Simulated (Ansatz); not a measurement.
Start from `[NH2][AlH][N]([SiH3])[SiH3]` and change one atom or group to get `[SiH3]N[SiH3]`.

Ansatz, PBE0-D4/def2-TZVP geometries, multiplicity 1. Each molecule was computed in one conformer, which needn't be the lowest.

```json
{"property": "LUMO energy (PBE0/def2-TZVPP) / eV", "`[NH2][AlH][N]([SiH3])[SiH3]`": "-0.22"}
{"property": "HOMO energy (B3LYP/def2-TZVPP) / eV", "`[NH2][AlH][N]([SiH3])[SiH3]`": "-7.17"}
{"property": "HOMO energy (PBE/def2-TZVPP) / eV", "`[NH2][AlH][N]([SiH3])[SiH3]`": "-6.09"}
{"property": "LUMO energy (B3LYP/def2-TZVPP) / eV", "`[NH2][AlH][N]([SiH3])[SiH3]`": "-0.41"}
{"property": "HOMO energy (ωB97M-V/def2-TZVPP) / eV", "`[NH2][AlH][N]([SiH3])[SiH3]`": "-9.74"}
{"property": "size of the dipole moment (ωB97M-V/def2-TZVPP) / D", "`[NH2][AlH][N]([SiH3])[SiH3]`": "1.47"}
```

Give the same properties after the change, and the shifts. (Estimate.)

The calculation gave: 
| property | `[SiH3]N[SiH3]` | shift |
| --- | --- | --- |
| LUMO energy (PBE0/def2-TZVPP) / eV | -0.08 | 0.14 |
| HOMO energy (B3LYP/def2-TZVPP) / eV | -7.30 | -0.13 |
| HOMO energy (PBE/def2-TZVPP) / eV | -6.19 | -0.10 |
| LUMO energy (B3LYP/def2-TZVPP) / eV | -0.29 | 0.12 |
| HOMO energy (ωB97M-V/def2-TZVPP) / eV | -9.81 | -0.07 |
| size of the dipole moment (ωB97M-V/def2-TZVPP) / D | 0.94 | -0.53 |

With PBE0 the HOMO falls by 0.10 eV and the LUMO rises by 0.14 eV, so the gap widens by about 0.24 eV. PBE moves the HOMO by -0.10 eV and ωB97M-V by -0.07 eV. Dipoles are sizes alone; their direction can turn.

B3LYP here is the variant with VWN-RPA as its local correlation; programs differ in this.
